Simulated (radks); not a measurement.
Values are calculated unless marked as measured or tabulated.
Species: Ir XXVIII. Configuration: [Kr] 4d10 4f4 (the NIST ground configuration).

Level of theory: Dirac Kohn-Sham, PBE, spin-unpolarised, spherical densities, finite nucleus; open shells fill j = l - 1/2 first; Fermi nuclear charge, rms radius 5.4032 fm (a radial shooting solver on a logarithmic mesh with Libxc functionals).

Energy parts (eV):
| part | energy |
|---|---|
| total | -476664.13 |
| kinetic | 544156.31 |
| electron-nucleus | -1150435.28 |
| Hartree | 138143.88 |
| exchange-correlation | -8529.03 |

Orbitals (lengths in bohr, moments of r in powers of bohr):
orbital  occ.  eigenvalue (eV)       <r^4>  <1/r>      <r>
1s1/2       2        -76873.38   4.815e-07  92.14  0.01744
2s1/2       2        -14175.52  0.00007093  22.55  0.07298
2p1/2       2        -13619.02  0.00004237  22.52  0.06018
2p3/2       4        -11992.15  0.00006400  18.58  0.06850
3s1/2       2        -4000.276    0.002560  8.302   0.1895
3p1/2       2        -3751.235    0.002240  8.215   0.1797
3p3/2       4        -3393.101    0.003021  7.198   0.1947
3d3/2       4        -2976.952    0.002016  7.085   0.1699
3d5/2       6        -2899.651    0.002206  6.850   0.1745
4s1/2       2        -1492.509     0.04874  3.674   0.4060
4p1/2       2        -1385.915     0.05036  3.584   0.4059
4p3/2       4        -1289.877     0.06451  3.244   0.4329
4d3/2       4        -1114.697     0.06757  3.091   0.4303
4d5/2       6        -1095.399     0.07232  3.014   0.4382
4f5/2       4        -876.3060     0.06863  2.783   0.4208
4f7/2       0        -871.4414     0.07055  2.756   0.4243

The highest occupied level is 4f5/2 at -876.31 eV. The electron density at the nucleus is 1.82e+06 e/bohr^3. Summed over all electrons, <r^2> = 5.305 bohr^2, which gives a Langevin (diamagnetic) susceptibility term of -4.2 x 10^-6 cm^3/mol. The density falls to 0.001 e/bohr^3 at r = 1.26 bohr. For comparison, the ionisation energy in NIST's Atomic Spectra Database is 920 eV (theoretical). In exact Kohn-Sham theory the highest level is minus the ionisation energy, but local and semilocal functionals leave it too shallow, through self-interaction and a potential that decays too fast; potentials with the right tail come closer.

Beside tabulated values, note that spin-unpolarised runs miss the spin-polarisation part of the exchange energy of open shells.
